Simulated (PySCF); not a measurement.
C₄H₆ClF, SMILES C=CC[C@H](F)Cl. Coordinates come from a PBE-D3(BJ)/def2-SVP optimisation. The structure was generated by enumeration; whether it is a known compound was not checked. One conformer was computed; it need not be the lowest.

Give the equilibrium geometry at PBE-D3(BJ)/def2-SVP (PySCF confirms it by a frequency run) as bond lengths and angles. (An estimate is asked for; the answer gives what the named calculation found.)

Several could match; the one computed here: 
Atoms: C1 C2 C3 C4 F5 Cl6 H7 H8 H9 H10 H11 H12. Bonded distances (Å): C1–C2 1.344, C1–H7 1.101, C1–H8 1.103, C2–C3 1.504, C2–H9 1.104, C3–C4 1.524, C3–H10 1.108, C3–H11 1.112, C4–F5 1.370, C4–Cl6 1.809, C4–H12 1.110. Bond angles (°): C2–C1–H7 121.5, C2–C1–H8 121.5, H7–C1–H8 117.0, C1–C2–C3 124.7, C1–C2–H9 119.7, C3–C2–H9 115.6, C2–C3–C4 112.0, C2–C3–H10 111.2, C2–C3–H11 110.8, C4–C3–H10 108.5, C4–C3–H11 106.7, H10–C3–H11 107.5, C3–C4–F5 110.1, C3–C4–Cl6 110.5, C3–C4–H12 112.6, F5–C4–Cl6 109.1, F5–C4–H12 108.4, Cl6–C4–H12 106.1.
